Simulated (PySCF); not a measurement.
## Structure from 2D NMR

Compound of formula C₄H₁₂O₃Si. Correlations simulated from computed shifts and the bond graph:

HSQC (one-bond C–H):
```
  δH    δC
3.93  52.6
3.42  65.6
3.12  71.1
```

COSY cross peaks (H two or three bonds apart, from the bond graph; peaks can be absent where the dihedral angle is near 90°):
```
  δH    δH
4.94  3.12
```

HMBC (two and three bonds, from the bond graph):
```
  δH          δC
4.94  71.1, 52.6
3.42        71.1
3.12        65.6
```

[PySCF: GIAO PBE0/pcSseg-1 shieldings; geometry from GFN2-xTB; no solvent; rapidly exchanging positions averaged; relativity neglected; a single conformation]

Scale: 1H (31.72 ppm) and 13C (186.93 ppm) vs TMS (reference shieldings calculated alike).

Exchangeable hydrogens are left out of these lists.

Task: Work out the connectivity.

Result: SMILES C(OC)[SiH](OC)OC.

Numbering as in the mapped SMILES `[CH3:1][O:2][CH2:3][SiH:4]([O:5][CH3:6])[O:7][CH3:8]`. Each H is labelled by its parent atom.

- δC 71.1 is C3, an sp3 CH2 bonded to O and Si (δH 3.12).
- δC 65.6 is C1, a methyl carbon bonded to O (δH 3.42).
- δC 52.6 is C6/C8, a methyl carbon bonded to O (δH 3.93).
- COSY links 4.94–3.12.

The shifts were computed for this structure.

Shifts are as computed. Against solution values, carbons near 30 ppm lie about +3 ppm off and those near 130 ppm about +5 ppm. Of 1211 compounds with measured shifts, 218 miss one by over three times the rms of a fit or turn the order of signals round; such compounds aren't used in these exercises.
